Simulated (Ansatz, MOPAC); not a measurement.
Diatomic SiS, closed-shell singlet (the spin of the measured ground state).

Constants: fifth-degree fit in 1/R to seven points, most abundant isotopes. In def2 and cc sets the state is the lowest found near the PBE0 minimum, followed along R. The singlet is held restricted.

Cores are frozen in the correlated methods. CBS(a, b) extrapolates the correlation energy as X⁻³ and adds the Hartree–Fock energy of set b. The state that PM7 reach isn't checked; PM7 holds dispersion and hydrogen-bond terms.

Codes used: Ansatz (Gaussian basis) for Hartree–Fock, density functionals and correlated methods; MOPAC for PM7 (differences of heats of formation). Values without a source in brackets are computed.

Problem. What bond length and harmonic frequency does PM7 give?

Solution. r_e = 1.891 Å, ω_e = 650 cm⁻¹.

Problem. What bond length and harmonic frequency does PBE/def2-TZVPP give, and what D_e (from each atom's lowest state at the same level)?

Solution. r_e = 1.951 Å, ω_e = 726 cm⁻¹, D_e = 6.48 eV.

Problem. What bond length and harmonic frequency does CCSD(T)/CBS(aug-cc-pV(T+d)Z, aug-cc-pV(Q+d)Z) give, and what D_e (from each atom's lowest state at the same level)?

Solution. r_e = 1.935 Å, ω_e = 754 cm⁻¹, D_e = 6.38 eV.

Measured for the ground state: r_e 1.9293 Å [microwave values compiled in ACS Omega 2, 8373 (2017)]. ω_e 749.65 cm-1, ω_e x_e 2.5862 cm-1, B_e 0.30353 cm-1, α_e 0.0014731 cm-1 [Irikura, J. Phys. Chem. Ref. Data 36, 389 (2007)]. D_0 6.356 ± 0.052 eV (a handbook's tabulated 298 K bond energy less 3RT/2; such tables hold older values) [Luo, bond dissociation energies, CRC Handbook]. dipole 1.73 D [compilation of Liu, Meijer and Pérez-Ríos].

Ansatz is a first-principles code.
